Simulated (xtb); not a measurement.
CH₂F₂, charge -1, doublet, from a rough starting geometry (a state made from the parent by changing its charge; the spin is typed, not shown lowest); GFN2-xTB in xtb.

Here is a job for xtb.
```
$ xtb mol.xyz --gfn 2 --chrg -1 --uhf 1 --opt vtight --json

# file mol.xyz
5

F     -1.06239498    -0.76112350    -0.03776110
C     -0.04310411     0.07407033    -0.02127202
F      1.11862270    -0.68860402    -0.09540340
H      0.02754319     0.55923974     0.99613655
H      0.07237723     0.81852555    -0.86102804
```

Predict the main parts of the log of this xtb run.


```
   ID    Z sym.   atoms
    1    9 F      1, 3
    2    6 C      2
    3    1 H      4, 5

           -------------------------------------------------
          |                Calculation Setup                |
           -------------------------------------------------

           -------------------------------------------------
          |                 G F N 2 - x T B                 |
           -------------------------------------------------

          ...................................................
          :                      SETUP                      :
          :.................................................:
          :  # basis functions                  14          :
          :  # atomic orbitals                  14          :
          :  # shells                            8          :
          :  # electrons                        21          :
          :  max. iterations                   250          :
          :  Hamiltonian                  GFN2-xTB          :
          :  restarted?                      false          :
          :  GBSA solvation                  false          :
          :  PC potential                    false          :
          :  electronic temp.          300.0000000     K    :
          :  accuracy                    1.0000000          :
          :  -> integral cutoff          0.2500000E+02      :
          :  -> integral neglect         0.1000000E-07      :
          :  -> SCF convergence          0.1000000E-05 Eh   :
          :  -> wf. convergence          0.1000000E-03 e    :
          :  Broyden damping             0.4000000          :
          :  net charge                         -1          :
          :  unpaired electrons                  1          :
          ...................................................

 iter      E             dE          RMSdq      gap      omega  full diag
   1    -12.4662605 -0.124663E+02  0.574E+00    1.00       0.0  T
   2    -12.5019818 -0.357213E-01  0.288E+00    0.95       1.0  T
   3    -12.5028625 -0.880751E-03  0.165E+00    0.93       1.0  T
   4    -12.5030149 -0.152336E-03  0.177E-01    0.92       1.0  T
   5    -12.5030429 -0.280283E-04  0.447E-02    0.91       1.0  T
   6    -12.5030434 -0.499439E-06  0.146E-02    0.91       3.1  T
   7    -12.5030436 -0.169050E-06  0.718E-03    0.91       6.2  T
   8    -12.5030436 -0.223533E-07  0.840E-04    0.91      53.3  T
   9    -12.5030436 -0.813216E-10  0.390E-04    0.91     114.6  T

   *** convergence criteria satisfied after 9 iterations ***

         :::::::::::::::::::::::::::::::::::::::::::::::::::::
         ::                     SUMMARY                     ::
         :::::::::::::::::::::::::::::::::::::::::::::::::::::
         :: total energy             -12.458467602645 Eh    ::
         :: gradient norm              0.544831121509 Eh/a0 ::
         :: HOMO-LUMO gap              0.910138811717 eV    ::
         ::.................................................::
         :: SCC energy               -12.503043557961 Eh    ::
         :: -> isotropic ES            0.165886882323 Eh    ::
         :: -> anisotropic ES         -0.008824985533 Eh    ::
         :: -> anisotropic XC         -0.011464541738 Eh    ::
         :: -> dispersion             -0.001867039896 Eh    ::
         :: repulsion energy           0.044575955316 Eh    ::
         :: add. restraining           0.000000000000 Eh    ::
         :: total charge              -1.000000000000 e     ::
         :::::::::::::::::::::::::::::::::::::::::::::::::::::

      -----------------------------------------------------------
     |                   =====================                   |
     |                        A N C O P T                        |
     |                   =====================                   |
     |               Approximate Normal Coordinate               |
     |                Rational Function Optimizer                |
      -----------------------------------------------------------
      -----------------------------------------------------------
     |                   =====================                   |
     |                        A N C O P T                        |
     |                   =====================                   |
     |               Approximate Normal Coordinate               |
     |                Rational Function Optimizer                |
      -----------------------------------------------------------

          ...................................................
          :                      SETUP                      :
          :.................................................:
          :   optimization level         verytight          :
          :   max. optcycles                   200          :
          :   ANC micro-cycles                  20          :
          :   degrees of freedom                 9          :
          :.................................................:
          :   RF solver                   davidson          :
          :   write xtbopt.log                true          :
          :   linear?                        false          :
          :   energy convergence         0.1000000E-06 Eh   :
          :   grad. convergence          0.2000000E-03 Eh/α :
          :   maxmium RF displ.          1.0000000          :
          :   Hlow (freq-cutoff)         0.1000000E-01      :
          :   Hmax (freq-cutoff)         5.0000000          :
          :   S6 in model hess.         20.0000000          :
          ...................................................

generating ANC from exact Hessian ...
Using Lindh-Hessian (1995)
 Shifting diagonal of input Hessian by    0.0000000000000000
 Lowest  eigenvalues of input Hessian
    0.000000    0.000000    0.000000    0.000000    0.000000    0.000000
    0.093908    0.107607    0.153726    0.165606    0.199961    0.489652
    1.031479    1.309895    1.708761
 Highest eigenvalues
[...]
 * total energy  :   -12.7144391 Eh     change       -0.1536751E-01 Eh
 * total energy  :   -12.7302363 Eh     change       -0.1579725E-01 Eh
 * total energy  :   -12.7331102 Eh     change       -0.2873846E-02 Eh
 * total energy  :   -12.7342616 Eh     change       -0.1151462E-02 Eh
 * total energy  :   -12.7348497 Eh     change       -0.5881166E-03 Eh
 * total energy  :   -12.7354950 Eh     change       -0.6452802E-03 Eh
 * total energy  :   -12.7362769 Eh     change       -0.7818467E-03 Eh
 * total energy  :   -12.7371449 Eh     change       -0.8679946E-03 Eh
 * total energy  :   -12.7378656 Eh     change       -0.7207874E-03 Eh
 * total energy  :   -12.7383105 Eh     change       -0.4448578E-03 Eh
 * total energy  :   -12.7386179 Eh     change       -0.3073744E-03 Eh
 * total energy  :   -12.7389277 Eh     change       -0.3097764E-03 Eh
 * total energy  :   -12.7392843 Eh     change       -0.3566896E-03 Eh
 * total energy  :   -12.7397638 Eh     change       -0.4794292E-03 Eh
[...]
H            0.02754319000000        0.55923974000000        0.99613655000000
H            0.07237723000000        0.81852555000000       -0.86102804000000

 Bond Distances (Angstroems)
 ---------------------------
F1-C2=1.3179         C2-F1=1.3179         C2-F3=1.3917         C2-H4=1.1294         C2-H5=1.1282         F3-C2=1.3917
H4-C2=1.1294         H5-C2=1.1282
 C  H  Rav=1.1288 sigma=0.0006  Rmin=1.1282  Rmax=1.1294     2
 F  C  Rav=1.3548 sigma=0.0369  Rmin=1.3179  Rmax=1.3917     2

 selected bond angles (degree)
 --------------------
F3-C2-F1=107.32                H4-C2-F1=109.38                H4-C2-F3=103.37                H5-C2-F1=119.21
H5-C2-F3=103.68                H5-C2-H4=112.38

 selected dihedral angles (degree)
 ---------------------------------

           -------------------------------------------------
          |                Final Singlepoint                |
           -------------------------------------------------

          ...................................................
          :                      SETUP                      :
          :.................................................:
          :  # basis functions                  14          :
          :  # atomic orbitals                  14          :
          :  # shells                            8          :
          :  # electrons                        21          :
          :  max. iterations                   250          :
          :  Hamiltonian                  GFN2-xTB          :
          :  restarted?                      false          :
          :  GBSA solvation                  false          :
          :  PC potential                    false          :
          :  electronic temp.          300.0000000     K    :
          :  accuracy                    1.0000000          :
          :  -> integral cutoff          0.2500000E+02      :
          :  -> integral neglect         0.1000000E-07      :
          :  -> SCF convergence          0.1000000E-05 Eh   :
          :  -> wf. convergence          0.1000000E-03 e    :
          :  Broyden damping             0.4000000          :
          :  net charge                         -1          :
          :  unpaired electrons                  1          :
          ...................................................

 iter      E             dE          RMSdq      gap      omega  full diag
   1    -12.4704088 -0.124704E+02  0.536E+00    1.57       0.0  T
   2    -12.5010889 -0.306801E-01  0.241E+00    1.04       1.0  T
   3    -12.5029748 -0.188594E-02  0.144E+00    0.95       1.0  T
   4    -12.5030290 -0.541957E-04  0.325E-01    0.92       1.0  T
   5    -12.5030431 -0.140823E-04  0.556E-02    0.91       1.0  T
   6    -12.5030432 -0.767432E-07  0.247E-02    0.91       1.8  T
   7    -12.5030436 -0.395361E-06  0.427E-03    0.91      10.5  T
   8    -12.5030436 -0.953549E-08  0.105E-03    0.91      42.7  T
   9    -12.5030436 -0.212775E-08  0.332E-04    0.91     134.8  T
  10    -12.5030436 -0.111186E-09  0.140E-04    0.91     320.4  T

   *** convergence criteria satisfied after 10 iterations ***

         #    Occupation            Energy/Eh            Energy/eV
      -------------------------------------------------------------
         1        2.0000           -0.5720538             -15.5664
       ...           ...                  ...                  ...
         5        2.0000           -0.2941973              -8.0055
         6        2.0000           -0.2839589              -7.7269
         7        2.0000           -0.2333984              -6.3511
         8        2.0000           -0.2300857              -6.2610
         9        2.0000           -0.2077896              -5.6542
        10        2.0000           -0.1817420              -4.9455
        11        1.0000            0.3145814               8.5602 (HOMO)
        12                          0.3480270               9.4703 (LUMO)
        13                          0.4044601              11.0059
        14                          0.4812895              13.0966
      -------------------------------------------------------------
                  HL-Gap            0.0334456 Eh            0.9101 eV
ERROR STOP

Error termination. Backtrace:
             Fermi-level            0.1988620 Eh            5.4113 eV

         :::::::::::::::::::::::::::::::::::::::::::::::::::::
         ::                     SUMMARY                     ::
         :::::::::::::::::::::::::::::::::::::::::::::::::::::
         :: total energy             -12.458467602684 Eh    ::
         :: gradient norm              0.544836372334 Eh/a0 ::
         :: HOMO-LUMO gap              0.910102232821 eV    ::
         ::.................................................::
         :: SCC energy               -12.503043558000 Eh    ::
         :: -> isotropic ES            0.165887468965 Eh    ::
         :: -> anisotropic ES         -0.008824890286 Eh    ::
         :: -> anisotropic XC         -0.011464433127 Eh    ::
         :: -> dispersion             -0.001867058028 Eh    ::
         :: repulsion energy           0.044575955316 Eh    ::
         :: add. restraining           0.000000000000 Eh    ::
         :: total charge              -1.000000000000 e     ::
         :::::::::::::::::::::::::::::::::::::::::::::::::::::

last geometry written to: xtblast.xyz

########################################################################
[ERROR] Program stopped due to fatal error
-7- Geometry optimization failed
-6- xtb_geoopt: Trying to recover from failed geometry optimization
-5- xtb_geoopt: Geometry optimization did not converge
-4- optimizer_ancopt: Could not relax/optimize structure
-3- optimizer_relax: SCF not converged, aborting...
-2- xtb_calculator_singlepoint: Electronic structure method terminated
-1- scf: Self consistent charge iterator did not converge
########################################################################

abnormal termination of xtb
```

The run did not converge; its last values are not results.
